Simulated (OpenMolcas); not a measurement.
A calculation on C⁺.

```
Program             : OpenMolcas
Method              : RASSCF
Basis               : ANO-RCC-VTZP [4s3p2d1f]
Scalar Hamiltonian  : DKH2, point nucleus
Active space        : 3 electrons in 9 orbitals (RAS2 2s 2p; RAS3 3d, at most 2 electrons)
State averaging     : 2S+1 = 4 odd, 1 root; 2S+1 = 2 odd, 11 roots; 2S+1 = 4 even, 3 roots; 2S+1 = 2 even, 9 roots
Spin-orbit coupling : RASSI with atomic mean-field integrals over the reference wave functions, term energies averaged over their components
```

(1) Which level of the active space comes out lowest?

(2) How high does 2s 2p2 4P 5/2 lie?

(3) How high does 2p3 2D* 5/2 lie?

(4) How high does 2p3 4S* 3/2 lie?

Measured values: NIST Handbook of Basic Atomic Spectroscopic Data.

## Answers

(1) 2s2 2p 2P* 1/2, with 100 % of that term; it is also the measured ground level.

(2) 40962 cm-1 above the lowest level; measured 43054 cm-1 above the ground level, so the calculation is off by -5 %.

(3) 152551 cm-1 above the lowest level; measured 150462 cm-1 above the ground level, so the calculation is off by +1 %.

(4) 141741 cm-1 above the lowest level; measured 142027 cm-1 above the ground level, so the calculation is off by 0 %.

Without dynamic correlation excited terms often stand tens of per cent too high (terms of higher spin than the ground term too low), and those without a measured partner can miss by more than the paired ones. Active for correlation alone: 3d; no level in the range computed is led by a configuration that fills it, so any true level of that kind is missing. Computed and measured levels are paired by configuration, term and J; levels that our copy of the source lacks, or whose pairing is in doubt (as where it misses far off the trend of its configuration), stay unpaired and out of the deviations. Levels of configurations outside the active space are missing.

* marks odd parity.
